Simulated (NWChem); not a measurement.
# SiHOCl$_{3}$; SMILES O[Si](Cl)(Cl)Cl

```xyz
6

O     -1.8997     0.1372     0.0000
Si    -0.2694     0.0199     0.0000
Cl     0.4030    -0.9796     1.6522
Cl     0.4517     1.9180     0.0000
Cl     0.4030    -0.9796    -1.6522
H     -2.4137    -0.6771     0.0000
```
Atoms are numbered in this order, from 1.

Results from NWChem. All runs use the structure optimised with PBE0/def2-SVP.

### Question
Taking PBE0/aug-cc-pVTZ as the yardstick, which of these has the fewest basis functions while keeping “dipole (D)” within 0.2 D of it: PBE0/cc-pVTZ; PBE0/cc-pVDZ; PBE0/aug-cc-pVDZ?

### Answer
PBE0/aug-cc-pVDZ.
```csv
level,basis functions,dipole (D),relative time (rough)
PBE0/cc-pVDZ,91,1.81,1
PBE0/aug-cc-pVDZ,140,1.60,2
PBE0/cc-pVTZ,180,1.65,1
PBE0/aug-cc-pVTZ,269,1.57,5
```

The yardstick is one finite set, not the basis-set limit.
